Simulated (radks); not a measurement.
Ta66+, 7 electrons, occupied as [He] 2s2 2p3.

Calculated with a radial shooting solver on a logarithmic mesh with Libxc functionals: scalar-relativistic Kohn-Sham, LDA (Slater exchange, VWN5 correlation), spin-polarised, spherical densities, finite nucleus; open shells are filled with parallel spins first (spin-orbit coupling, left out, can overturn this in heavy ions); Fermi nuclear charge, rms radius 5.3507 fm.

Energy parts (hartree):
part                       energy
total                  -8972.1520
kinetic                10277.7898
electron-nucleus      -19593.9273
Hartree                  436.5522
exchange-correlation     -92.5666

Orbitals (lengths in bohr, moments of r in powers of bohr):
orbital	occ.	eigenvalue (hartree)	<r^2>	<1/r>
1s up	1	-2727.882	0.0004773	85.45
1s down	1	-2725.661	0.0004766	85.50
2s up	1	-651.8849	0.006921	20.64
2s down	1	-648.5166	0.006951	20.58
2p up	3	-604.0876	0.005586	18.75
2p down	0	-600.1384	0.005620	18.71
3s up	0	-275.0527	0.03700	8.638
3s down	0	-274.1243	0.03720	8.610
3p up	0	-260.9089	0.03536	8.083
3p down	0	-259.8688	0.03561	8.058

The highest occupied level is 2p up at -16438.1 eV. For comparison, the ionisation energy in NIST's Atomic Spectra Database is 16150 eV (theoretical). In exact Kohn-Sham theory the highest level is minus the ionisation energy, but local and semilocal functionals leave it too shallow, through self-interaction and a potential that decays too fast; potentials with the right tail come closer. The density falls to 0.001 e/bohr^3 at r = 0.31 bohr.
